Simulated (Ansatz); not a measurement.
Reaction (formal exchange of groups at the Si–O bond): `[SiH3][O][Zn][Cl]` + `C/C=N/C` → `C/C=N\[SiH3]` + `C[O][Zn][Cl]`

Computed with Ansatz on PBE0-D4/def2-TZVP structures; ΔE is electronic, products minus reactants. CBS: MP2 limit from def2 TZ/QZ plus the TZ coupled-cluster correction, frozen cores. Double bonds are as drawn, so ΔE can hold a change between cis and trans. Functionals use def2-TZVPP. For Zn outer-core shells are correlated without core-valence functions, which leaves a few kJ/mol of doubt a bond. Scalar relativity is left out up to krypton. Each species was taken in one conformer, which may not be the lowest.

| species | B97M-V energy (Eh) |
| --- | --- |
| `[SiH3][O][Zn][Cl]` | -2605.71353 |
| `C/C=N/C` | -173.32219 |
| `C/C=N\[SiH3]` | -424.63860 |
| `C[O][Zn][Cl]` | -2354.34955 |

Problem. Work out ΔE.

Solution. ΔE = (-424.63860) + (-2354.34955) − (-2605.71353) − (-173.32219) = 0.04757 Eh = +124.9 kJ/mol. CCSD(T)/CBS gives +131.1 kJ/mol.

Largest T1 diagnostic among the species: 0.015.

From BLYP to BHLYP (50 % exact exchange), in def2-TZVPP and without D4, ΔE moves by +14.7 kJ/mol. At CCSD(T), def2-SVP lies +4.2 kJ/mol from the extrapolated value and def2-TZVPP +0.8 kJ/mol. Leaving LDA and LC-ωPBE aside and taking each functional with its dispersion term where it has one, the values, not all of them listed here, spread over 20.4 kJ/mol, from revPBE-D4 to PBE-QIDH. LDA lies +3.1 kJ/mol from PBE without D4.
